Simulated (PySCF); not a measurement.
O₃Se, SMILES O=[Se+2]([O-])[O-]. Heavy atoms are numbered as in [Se+2:1](=[O:2])([O-:3])[O-:4].

The structure is a stationary point at B3LYP-D3(BJ)/def2-SVP.

Level of theory: PBE/pcSseg-2 in PySCF.

GIAO shieldings, no solvent; atoms alike by connectivity are averaged. δ = σ(ref) − σ: ⁷⁷Se against Me2Se (σ = 1646.5 ppm); ¹⁷O against H2O (σ = 327.5 ppm), references at their B3LYP-D3(BJ)/def2-TZVP geometries, non-relativistic.

Computed chemical shifts:
```json
[
 {"nucleus": "⁷⁷Se", "atoms": "Se1", "count": "1", "δ (ppm)": "1142.5"},
 {"nucleus": "¹⁷O", "atoms": "O2", "count": "3", "δ (ppm)": "575.0"}
]
```
